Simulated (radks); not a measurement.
Isoelectronic series with 2 electrons, all held in the configuration [He], which need not be the ground one along the series. Method: Dirac Kohn-Sham, PBE, spin-unpolarised, spherical densities, finite nucleus; Fermi nuclear charge, rms radius of each element as measured or else 0.836 A^(1/3) + 0.57 fm; computed with a radial shooting solver on a logarithmic mesh with Libxc functionals. Total energies (hartree) and orbital eigenvalues (eV):

ion    E (hartree)      1s1/2
He        -2.89307   -15.7637
B3+      -21.98899  -231.3810
O6+      -59.11735  -692.2724
Si12+   -187.72319  -2353.094
Cl15+   -279.39034  -3555.508
Ca18+   -389.47259  -5008.203
V21+    -518.13497  -6713.370
Fe24+   -665.57267  -8673.612
Cu27+   -832.01256  -10891.96
Ge30+  -1017.71467  -13371.89
Br33+  -1222.97568  -16117.37
Sr36+  -1448.12953  -19132.89
Nb39+  -1693.55030  -22423.45
Ru42+  -1959.65569  -25994.68
Ag45+  -2246.91652  -29852.88
Sn48+  -2555.84837  -34004.99
I51+   -2887.02977  -38458.77
Ba54+   -3241.1018  -43222.86
Pr57+   -3618.7797  -48306.85
Sm60+   -4020.8237  -53720.96
Tb63+   -4448.1794  -59477.91
Er66+   -4901.7176  -65589.42
Lu69+   -5382.5968  -72071.03
